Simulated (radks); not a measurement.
The numbers below are computed, except where a source is named.
Q: The mean radii <r> (bohr) of the occupied orbitals of an atom or ion are listed with their occupations. Code: a radial shooting solver on a logarithmic mesh with Libxc functionals. Model: scalar-relativistic Kohn-Sham, LDA (Slater exchange, VWN5 correlation), spin-polarised, spherical densities, finite nucleus; Fermi nuclear charge, rms radius of each element as measured or else 0.836 A^(1/3) + 0.57 fm.

orbital  occ.      <r>
1s up       1  0.02606
1s down     1  0.02604
2s up       1   0.1073
2s down     1   0.1075
2p up       2  0.09285

Name the element and its charge. Open shells, if any, are filled with parallel spins first.

A: Z = 55, caesium, charge +49: Cs49+ in [He] 2s2 2p2. The 1s radius gives Z: for a bare nucleus <r> = (2 gamma + 1)/(2Z) with gamma = sqrt(1 - (Z/c)^2), 0.02574 bohr for Z = 55, and screening makes it slightly larger (0.02606 here). The occupations add up to 6, and the charge is Z minus that.
